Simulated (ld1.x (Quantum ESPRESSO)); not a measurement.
Varying the ultrasoft potential for Cs (Z = 55)

Base potential:

| Property | Result |
| --- | --- |
| Element | Cs (Z = 55) |
| Generator | ld1.x (Quantum ESPRESSO) 7.5 |
| Type | ultrasoft |
| Functional | BLYP |
| Relativity | fully relativistic |
| Frozen core | [Kr] 4d10 |
| Valence charge | 9 |
| Reference configuration | 5s2 5p6 5d0 6s0.5 6p0.5 |
| Partial waves | 5s (bound): rcut 2.25, rcutus 2.40 bohr; 6s (bound): rcut 2.25, rcutus 2.40 bohr; 5p (bound): rcut 2.75, rcutus 3.10 bohr; 6p (bound): rcut 2.75, rcutus 3.10 bohr; 5d (bound, empty): rcut 3.25, rcutus 4.30 bohr; 5d channel at 1.15 Ry: rcut 3.25, rcutus 4.30 bohr |
| Local potential | all-electron potential smoothed inside 3.80 bohr (lloc = -2) |
| Core correction | Bessel-smoothed model core inside 1.80 bohr |
| Augmentation charge | PSQ, inside the norm-conserving radii |

Open shells are filled in proportion to 2j + 1 (rel_dist='average').

All-electron outer shells of the reference configuration (BLYP, scalar-relativistic, ld1.x):

| shell | level (eV) | outermost node (bohr) | outermost maximum (bohr) |
| --- | --- | --- | --- |
| 4p | -161.10 | 0.35 | 0.67 |
| 4d | -74.61 | 0.33 | 0.72 |
| 5s | -27.16 | 0.82 | 1.54 |
| 5p | -13.90 | 0.89 | 1.79 |
| 6s | -2.37 | 2.10 | 4.56 |
| 6p | -0.91 | 2.60 | 6.64 |
| 5d | -0.66 | 1.06 | 3.38 |

Cutoffs, loose and tight: the cutoffs (Ry, on a coarse ladder) from which the occupation-weighted sum of valence levels, in a spherical-Bessel basis at the reference potential, stays within 10 and 1 mRy of its value at 400 Ry. They do not see the model core or the augmentation charge, which bear on the density cutoff. Test errors are all-electron minus pseudo excitation energies from the reference, over the configurations 5s2 5p6 5d0 6s1 6p0; 5s2 5p6 5d0 6s0 6p0; 5s2 5p6 5d0 6s0.5 6p0; 5s2 5p5 5d0 6s1 6p0; 5s2 5p6 5d0 6s0 6p1; 5s1 5p6 5d0 6s1 6p0; 5s2 5p6 5d1 6s0 6p0. A dash means not determined; rows that change the core or the reference have their own tests.

| change | outcome | cutoff, loose | cutoff, tight | bound ghosts | largest test error (meV) |
| --- | --- | --- | --- | --- | --- |
| base | generated | 8 Ry | 15 Ry | none | -55 |
| core correction Bessel-smoothed model core inside 1.02 bohr | generated | 8 Ry | 15 Ry | none | -57 |
| core correction Bessel-smoothed model core inside 1.20 bohr | generated | 8 Ry | 15 Ry | none | -57 |
| core correction Bessel-smoothed model core inside 1.44 bohr | generated | 8 Ry | 15 Ry | none | -57 |
| core correction Bessel-smoothed model core inside 1.64 bohr | generated | 8 Ry | 15 Ry | none | -56 |
| core correction Bessel-smoothed model core inside 1.88 bohr | generated | 8 Ry | 15 Ry | none | -54 |
| core correction Bessel-smoothed model core inside 2.16 bohr | generated | 8 Ry | 15 Ry | none | -49 |
